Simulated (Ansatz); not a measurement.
```xyz
10

B    -1.828    0.336    0.946
Sn    0.393    0.232    0.623
C     0.956   -0.487   -1.319
H    -2.603    0.078    0.073
H    -2.270    0.661    2.008
H     1.120   -0.776    1.806
H     1.075    1.794    0.837
H     0.577   -1.499   -1.466
H     0.539    0.160   -2.091
H     2.042   -0.499   -1.417
```

Total charge 0; spin multiplicity 1. Sn: def2 effective core potential.

(1) List the PBE/def2-TZVPP orbital energies in eV (Ansatz 0.2.0). (Best estimate.)

## Answers

(1) Ansatz gave: Occupied: -268.68, -177.91, -132.58, -88.53, -88.50, -88.47, -25.01, -24.98, -24.94, -24.88, -24.87, -16.85, -12.96, -11.36, -9.76, -9.72, -8.69, -7.53, -7.03, -6.59. Lowest empty: -3.44, -0.27, 0.17, 0.54, 1.21, 1.30, 1.75, 1.95.
